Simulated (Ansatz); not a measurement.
Program: Ansatz. Geometries: PBE0-D4/def2-TZVP. ΔE: electronic, gas phase. CCSD(T)/CBS adds triple-zeta CCSD(T) − MP2 to the extrapolated MP2 energy (def2 sets, frozen cores). This one scheme is used for every species. Functionals use def2-TZVPP. Each species was taken in one conformer, which may not be the lowest.

Consider the silylene formation by 1,1-elimination: `CO[Si](C)(N)O` → `CO[Si]C` + `NO`.

`CO[Si](C)(N)O`:

```xyz
15

C     0.099   -0.723    1.978
O    -0.735   -0.761    0.847
Si   -0.468    0.131   -0.512
C     1.107   -0.367   -1.360
N    -0.352    1.791   -0.141
O    -1.792   -0.192   -1.430
H    -0.431   -1.183    2.815
H     1.025   -1.285    1.810
H     0.359    0.305    2.251
H     1.224    0.156   -2.312
H     1.983   -0.151   -0.743
H     1.100   -1.439   -1.570
H     0.322    2.373   -0.607
H    -1.158    2.319    0.150
H    -2.284   -0.975   -1.176
```

`CO[Si]C`:

Cartesian coordinates in Å:
```
C 0.351 0.904 1.222
O 1.252 0.721 0.155
Si 1.197 -0.141 -1.245
C -0.523 -0.963 -1.176
H 0.114 1.967 1.313
H -0.578 0.346 1.082
H 0.825 0.577 2.151
H -1.330 -0.222 -1.130
H -0.629 -1.617 -0.301
H -0.679 -1.573 -2.070
```

`NO`:

Cartesian coordinates in Å:
```
N -0.325 0.136 0.370
O 0.648 -0.256 -0.591
H -0.641 1.049 0.054
H -1.104 -0.498 0.218
H 1.422 -0.431 -0.051
```

| level | ΔE (eV) |
| --- | --- |
| PBE | 5.72 |
| r2SCAN | 6.31 |
| MP2/def2-QZVPP | 6.57 |
| HF/CBS(def2) | 6.37 |

**Question.** What does CCSD(T)/CBS give? (Best estimate.)

**Answer.** The calculation gave: +6.28 eV. The listed levels differ from it by -0.56, 0.03, 0.29, 0.09 eV.

Largest T1 diagnostic among the species: 0.014.

The D4 term adds +0.17 eV with B3LYP and +0.10 eV with PBE0; it sums over pairs of atoms, weighted by their polarisabilities, and B3LYP, whose exchange is more repulsive, gets the larger term. From PBE to PBE0 (25 % exact exchange), in def2-TZVPP and without D4, ΔE moves by +0.34 eV.

B3LYP here is the variant with VWN-RPA as its local correlation; programs differ in this.
